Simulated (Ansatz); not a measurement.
HITe (SMILES [TeH]I) moved off its minimum; all values from Ansatz (a first-principles code), cores frozen in correlated methods. Elements past Kr take the def2 small-core potentials, without spin–orbit coupling.
(charge 0, multiplicity 1)
```xyz
3

Te     0.3911     0.9795     0.9495
H      0.6917     1.9466    -0.2521
I     -0.6261    -0.9868    -0.8051
```

Forces at r2SCAN/def2-TZVPP (eV/Å):

```
atom      Fx      Fy      Fz
----  ------  ------  ------
Te1   -0.700  -1.793   0.756
H2     0.355   1.130  -1.366
I3     0.345   0.663   0.610
```

### Question
Give the forces (eV/Å), the total energy and the dipole at CCSD(T)/def2-TZVPPD.

### Answer

```tsv
atom	Fx	Fy	Fz
Te1	-0.649	-1.714	0.924
H2	0.370	1.177	-1.423
I3	0.280	0.537	0.499
```
Energy -564.5786 hartree, dipole 1.26 D.
